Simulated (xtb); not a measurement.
C₄H₉O₂, doublet, geometry from GFN2-xTB, atoms displaced at random by about 0.05 Å a coordinate; GFN1-xTB with ALPB(acetonitrile) run with xtb 6.7.1.

xtb was given this input:
```
$ xtb mol.xyz --gfn 1 --uhf 1 --opt --alpb acetonitrile --json

# file mol.xyz
15

C     -1.60812512     1.11032600    -0.29891577
C     -1.17933646     0.09190047     0.51844280
O     -1.51351780    -1.26404694     0.16107511
C      0.34218636     0.26568463     0.78564313
O      1.00170139     0.02112754    -0.44242577
C      2.45037257     0.06586596    -0.44591533
H     -2.04883848     0.86835626    -1.29788149
H     -1.71279274     2.02958040    -0.12545849
H     -1.59837347     0.10527173     1.52687463
H     -0.91791675    -1.37409746    -0.70770000
H      0.67003054     1.17876480     1.15005164
H      0.64987597    -0.58704110     1.43486691
H      2.81621179    -0.77474716     0.12890977
H      2.74880677    -0.09250561    -1.48345513
H      2.84440350     0.93668357    -0.11658538
```

What the program printed (banner, timings and long lists left out):

```
   ID    Z sym.   atoms
    1    6 C      1, 2, 4, 6
    2    8 O      3, 5
    3    1 H      7-15

           -------------------------------------------------
          |                Calculation Setup                |
           -------------------------------------------------

           -------------------------------------------------
          |                 G F N 1 - x T B                 |
           -------------------------------------------------

      * Solvation model:               ALPB
        Solvent                        acetonitrile
        Parameter file                 internal GFN1-xTB/ALPB
        Dielectric constant                3.7500E+01
        Reference state                gsolv [1 M gas/solution]
        Free energy shift                  6.2816E-03 Eh       3.9417E+00 kcal/mol
        Temperature                        2.9815E+02 K
        Density                            7.8600E-01 kg/L
        Solvent mass                       4.1050E+01 g/mol
        Interaction kernel             P16
        Born radius scaling (c1)           1.7240E+00
        Born radii integrator          GBOBC
        Born offset                        0.0000E+00 a0       0.0000E+00 AA
        H-bond correction              true
        Ion screening                  false
        Surface tension                    1.0000E-05 Eh       1.5569E+01 dyn/cm
        Grid points                               230 per atom

          ...................................................
          :                      SETUP                      :
          :.................................................:
          :  # basis functions                  42          :
          :  # atomic orbitals                  42          :
          :  # shells                           30          :
          :  # electrons                        37          :
          :  # halogen bonds                     0          :
          :  max. iterations                   250          :
          :  Hamiltonian                  GFN1-xTB          :
          :  restarted?                      false          :
          :  GBSA solvation                   true          :
          :  PC potential                    false          :
          :  electronic temp.          300.0000000     K    :
          :  accuracy                    1.0000000          :
          :  -> integral cutoff          0.2500000E+02      :
[...]
         :: total energy             -22.584148632573 Eh    ::
 * total energy  :   -22.5841486 Eh     change       -0.1648459E-11 Eh
 * total energy  :   -22.6273675 Eh     change       -0.4321884E-01 Eh
 * total energy  :   -22.6332343 Eh     change       -0.5866804E-02 Eh
 * total energy  :   -22.6339147 Eh     change       -0.6804457E-03 Eh
 * total energy  :   -22.6341306 Eh     change       -0.2158630E-03 Eh
 * total energy  :   -22.6342586 Eh     change       -0.1280492E-03 Eh
 * total energy  :   -22.6343376 Eh     change       -0.7894675E-04 Eh
 * total energy  :   -22.6343790 Eh     change       -0.4146184E-04 Eh
 * total energy  :   -22.6343965 Eh     change       -0.1744675E-04 Eh
 * total energy  :   -22.6344059 Eh     change       -0.9376745E-05 Eh
 * total energy  :   -22.6344100 Eh     change       -0.4144620E-05 Eh
   *** GEOMETRY OPTIMIZATION CONVERGED AFTER 11 ITERATIONS ***
         :: total energy             -22.634410013307 Eh    ::
[...]
     5O    -0.48351 -0.59075   1.691  4.793  0.000
     6C     0.16740  0.04601   0.973  2.859  0.000
     7H     0.04692  0.10278   0.953  0.000  0.000
     8H     0.03899  0.09261   0.961  0.000  0.000
     9H     0.03563  0.10132   0.964  0.000  0.000
    10H     0.36058  0.53771   0.639  0.000  0.000
    11H     0.02287  0.08516   0.977  0.000  0.000
    12H     0.02940  0.09346   0.971  0.000  0.000
    13H     0.02371  0.08206   0.976  0.000  0.000
    14H     0.03907  0.09899   0.961  0.000  0.000
    15H     0.02328  0.08161   0.977  0.000  0.000

Wiberg/Mayer (AO) data.
largest (>0.10) Wiberg bond orders for each atom

 ---------------------------------------------------------------------------
     #   Z sym  total        # sym  WBO       # sym  WBO       # sym  WBO
 ---------------------------------------------------------------------------
     1   6 C    3.198 --     2 C    1.082     8 H    0.987     7 H    0.986
     2   6 C    3.922 --     1 C    1.082     3 O    0.959     9 H    0.944
                             4 C    0.921
     3   8 O    1.902 --     2 C    0.959    10 H    0.860
     4   6 C    3.917 --    11 H    0.973    12 H    0.970     5 O    0.946
                             2 C    0.921
     5   8 O    1.999 --     4 C    0.946     6 C    0.941
     6   6 C    3.912 --    14 H    0.983    15 H    0.982    13 H    0.981
                             5 O    0.941
     7   1 H    1.005 --     1 C    0.986
     8   1 H    1.002 --     1 C    0.987
     9   1 H    1.017 --     2 C    0.944
    10   1 H    0.885 --     3 O    0.860
    11   1 H    1.013 --     4 C    0.973
    12   1 H    1.013 --     4 C    0.970
    13   1 H    1.009 --     6 C    0.981
    14   1 H    1.015 --     6 C    0.983
    15   1 H    1.009 --     6 C    0.982
 ---------------------------------------------------------------------------

Topologies differ in total number of bonds
Writing topology from bond orders to xtbtopo.mol

 dipole moment from electron density (au)
     X       Y       Z
   1.3327   0.5927   0.3082  total (Debye):    3.789

optimized geometry written to: xtbopt.xyz

           -------------------------------------------------
          | TOTAL ENERGY              -22.634410013307 Eh   |
          | GRADIENT NORM               0.000736845488 Eh/α |
          | HOMO-LUMO GAP               5.995365480357 eV   |
           -------------------------------------------------

normal termination of xtb
```
